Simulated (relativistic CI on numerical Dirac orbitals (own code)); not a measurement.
A reference radial Dirac CI calculation of Xe II gave the lowest total energy -7436.84569 Ha in 23 SCF steps, from this input:

```
atom Xe  Z=54  charge=1  electrons=53
nucleus A=132  rms_radius_fm=4.7859
hamiltonian dirac-coulomb  breit=on  qed=on  c_scale=1
orbitals kli  potential=per-configuration
slater_scale 1
correlation none
mixing on
grid step=0.0125 r_max=100.6
scf mixing=0.4 start=green max_iterations=150 tolerance=2e-08 node_fill=0.05
configurations
  [Kr] 4d10 5s2 5p5
  [Kr] 4d10 5s2 5p4 5d
end
```

One setting was then changed, and the output read:

```
SCF 1: [Kr] 4d10 5s2 5p5
 iter      energy (Ha)   residual   last orbital (Ha)
    1     -7575.916656   1.48e+00     -0.94499
    2     -7582.781995   5.87e-01     -0.74883
    3     -7583.733329   1.91e-01     -0.72713
    4     -7583.829183   1.75e-02     -0.75969
    5     -7583.826999   2.07e-02     -0.74710
    6     -7583.829049   4.82e-03     -0.75250
    7     -7583.829445   3.81e-04     -0.75510
    8     -7583.829419   4.36e-05     -0.75492
    9     -7583.829425   2.79e-06     -0.75493
   10     -7583.829425   6.17e-07     -0.75493
   11     -7583.829424   1.02e-08     -0.75493
SCF 2: [Kr] 4d10 5s2 5p4 5d
 iter      energy (Ha)   residual   last orbital (Ha)
    1     -7575.653934   1.47e+00     -0.33490
    2     -7582.288377   5.86e-01     -0.27421
    3     -7583.239182   1.92e-01     -0.27035
    4     -7583.333831   2.24e-02     -0.27947
    5     -7583.333262   1.26e-02     -0.27490
    6     -7583.334391   1.03e-03     -0.27659
    7     -7583.334438   6.20e-05     -0.27697
    8     -7583.334439   3.98e-05     -0.27696
    9     -7583.334443   1.30e-06     -0.27696
   10     -7583.334443   2.30e-07     -0.27696
   11     -7583.334443   3.57e-08     -0.27696
   12     -7583.334443   1.00e-09     -0.27696
orbital energies (Ha): 4s -8.1169  4p1/2 -6.2873  4p3/2 -5.5437  4d3/2 -2.6986  4d5/2 -2.5871  5s -1.2598  5p1/2 -0.8365  5p3/2 -0.7549
configuration averages (Ha): Dirac-Coulomb, Breit, QED
  5p5                          -7583.829424    9.262323    4.877447
  5p4 5d                       -7583.334443    9.261287    4.877542
levels: no., configuration, term, J, E (cm-1), weight
   1 5p5                    2P*  3/2              0.0  1.00
   2 5p5                    2P*  1/2          18001.5  1.00
   3 5p4 5d                 4D   7/2          90674.8  0.75
   4 5p4 5d                 4D   5/2          90763.9  0.73
   5 5p4 5d                 4D   3/2          91564.0  0.62
   6 5p4 5d                 4D   1/2          92851.8  0.45
   7 5p4 5d                 4F   9/2          94515.0  0.84
   8 5p4 5d                 2F   7/2          97826.9  0.49
   9 5p4 5d                 4P   1/2         100644.0  0.68
  10 5p4 5d                 2D   3/2         102761.5  0.46
  11 5p4 5d                 4P   5/2         106265.8  0.38
  12 5p4 5d                 4D   1/2         107133.6  0.55
  13 5p4 5d                 4F   5/2         107271.7  0.65
  14 5p4 5d                 4F   3/2         107705.2  0.69
lowest total energy -7569.716995 Ha
end: converged
```

Question: Which setting was changed?
A. start potential
B. SCF tolerance
C. charge
D. speed of light

Answer: D. The speed of light × 0.8.
